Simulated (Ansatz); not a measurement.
Program: Ansatz. Geometries: PBE0-D4/def2-TZVP. ΔE: electronic, gas phase. CCSD(T)/CBS is the MP2 limit (def2-TZVPP, def2-QZVPP) plus CCSD(T) − MP2 in def2-TZVPP, frozen cores. This one scheme is used for every species. Functionals use def2-TZVPP. def2 core potentials past Kr. For Sn outer-core shells are correlated without core-valence functions, which leaves a few kJ/mol of doubt a bond.

Consider the formal exchange of groups at the Si–Cl bond: `C[Si](F)(F)Cl` + `[SnH4]` → `C[Si](F)(F)[SnH3]` + HCl.

| level | ΔE (kJ/mol) |
| --- | --- |
| PBE0-D4 | 91.9 |
| SCS-MP2/def2-TZVPP | 102.5 |

Q: What does CCSD(T)/CBS give? (Estimate.)

A: Computed: +92.9 kJ/mol. The listed levels differ from it by -1.0, 9.6 kJ/mol.

Largest T1 diagnostic among the species: 0.013.

In def2-TZVPP, CCSD(T) changes the Hartree–Fock value by −17.3 kJ/mol (the triples alone add −1.3 kJ/mol) and MP2 by −13.7 kJ/mol. From PBE to PBE0 (25 % exact exchange), in def2-TZVPP and without D4, ΔE moves by +6.9 kJ/mol.
